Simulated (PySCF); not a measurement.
AlH₂, SMILES [AlH2+], charge +1. Geometry optimised at ωB97X-D3(BJ)/def2-TZVPD. The multiplicity is an assumed one; other spin states were not compared. The isomer is the one that the SMILES or the coordinates give; other isomers of the formula were not compared.

The numbers are results of ωB97X-D3(BJ)/def2-TZVPD (PySCF), not measurements.

Harmonic wavenumbers (cm⁻¹): 572, 572, 2057, 2141. Rotational constants (GHz): 104.6 (linear); symmetry number 2.

Problem. Work out the zero-point energy and the ideal-gas rigid-rotor harmonic-oscillator thermochemistry at 298.15 K and 1 atm.

Solution. ZPE = ½ Σ hcν = ½ × 5343 cm⁻¹ = 7.64 kcal/mol. H − E(el) = 9.93 kcal/mol. Entropy in cal/(mol K): translation 36.03, rotation 8.73, vibration 1.00, total 45.75. G − E(el) = -3.71 kcal/mol. Cp = 9.15 cal/(mol K).
